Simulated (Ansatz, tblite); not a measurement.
Cost and result up the ladder for [SnF3]- (SnF₃⁻) (4 atoms). Total charge -1; singlet. Geometry: PBE0-D4/def2-TZVPD.

```xyz
4

Sn    0.006   -0.780    0.090
F     1.689    0.252   -0.223
F    -0.681    0.433    1.522
F    -1.015    0.095   -1.389
```

Ansatz on 4 threads of Arm Neoverse V1 on a shared host; xTB runs through tblite on one thread. Times are rough, summed over both states, and most runs start from the orbitals of an earlier one. PBE0-D4/def2-TZVPD serves as the yardstick here, not as an exact answer. The other state is a doublet.

In the def2 sets Sn takes a core potential; there is no spin–orbit coupling. The xTB rows come from tblite.

Raw xTB energies of ions are shifted by several eV.

```
                           level  functions  wall time  vertical IE (eV)  difference from PBE0-D4/def2-TZVPD (eV)
                        GFN2-xTB         21    0.004 s              9.21                                     4.71
                        GFN1-xTB         21    0.005 s              9.83                                     5.33
               PBE-D4/def2-TZVPD        176        3 s              4.30                                    -0.20
PBE0-D4/def2-TZVPD (with forces)        176      4.8 s              4.50                                     0.00
            r2SCAN-D4/def2-TZVPD        176      5.9 s              4.38                                    -0.12
```
